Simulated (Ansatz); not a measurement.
Consider the cleavage of the Si–Si bond: `N[Si](N)([SiH3])Cl` + NH₃ → `N[Si](N)(N)Cl` + SiH₄.

Gas-phase electronic energies from Ansatz, PBE0-D4/def2-TZVP geometries. CCSD(T)/CBS adds triple-zeta CCSD(T) − MP2 to the extrapolated MP2 energy (def2 sets, frozen cores). This one scheme is used for every species. Functionals use def2-TZVPP. HSE06 is defined as in plane-wave codes. One conformer a species, not always the lowest.

`N[Si](N)([SiH3])Cl`:

Cartesian coordinates in Å:
```
N 1.364 -1.178 0.041
Si 0.203 -0.062 -0.506
N 1.030 1.401 -0.796
Si -1.574 -0.067 1.020
Cl -0.675 -0.488 -2.347
H 2.240 -1.273 -0.451
H 1.085 -2.042 0.477
H 0.666 2.072 -1.452
H 1.569 1.834 -0.064
H -1.139 0.474 2.338
H -2.088 -1.449 1.235
H -2.683 0.779 0.505
```

NH₃:

Cartesian coordinates in Å:
```
N 0.027 -0.212 -0.184
H -0.635 -0.433 0.551
H 0.907 0.009 0.265
H -0.299 0.636 -0.632
```

`N[Si](N)(N)Cl`:

```xyz
11

N     0.122    1.532    0.553
Si    0.131    0.021   -0.227
N     0.914   -1.131    0.748
N    -1.463   -0.470   -0.557
Cl    1.170    0.188   -2.031
H     0.100    2.396    0.037
H     0.611    1.624    1.427
H     1.908   -1.281    0.700
H     0.414   -1.967    1.000
H    -2.219    0.145   -0.307
H    -1.688   -1.056   -1.342
```

SiH₄:

Z-matrix (Å, degrees):
```
Si
H 1 1.485
H 1 1.485 2 109.5
H 1 1.485 2 109.5 3 -120.0
H 1 1.485 2 109.5 3 120.0
```

```
             level  ΔE (kcal/mol)  difference from CCSD(T)/CBS
         revPBE-D4          -12.9                          3.7
           BLYP-D4          -15.4                          1.2
        r2SCANh-D4          -16.5                          0.1
          HSE06-D4          -14.1                          2.5
          PBE-QIDH          -16.9                         -0.3
               PBE          -12.7                          3.9
            revPBE          -12.0                          4.6
            r2SCAN          -16.2                          0.4
           r2SCANh          -16.6                          0.0
           r2SCAN0          -17.3                         -0.7
             BHLYP          -19.7                         -3.1
     CCSD/def2-SVP          -17.8                         -1.2
     HF/def2-TZVPP          -22.0                         -5.4
SCS-MP2/def2-TZVPP          -18.8                         -2.2
     MP2/CBS(def2)          -17.9                         -1.3
    CCSD/CBS(def2)          -17.4                         -0.8
       CCSD(T)/CBS          -16.6                            0
```

Largest T1 diagnostic among the species: 0.011.

From r2SCAN to r2SCAN0 (25 % exact exchange), in def2-TZVPP and without D4, ΔE moves by −1.1 kcal/mol. In def2-TZVPP, CCSD(T) changes the Hartree–Fock value by +4.9 kcal/mol (the triples alone add +0.8 kcal/mol) and MP2 by +3.7 kcal/mol. Leaving LDA and LC-ωPBE aside and taking each functional with its dispersion term where it has one, the values, not all of them listed here, spread over 6.4 kcal/mol, from CAM-B3LYP-D4 to PBE-D4. LDA lies −2.2 kcal/mol from PBE without D4.
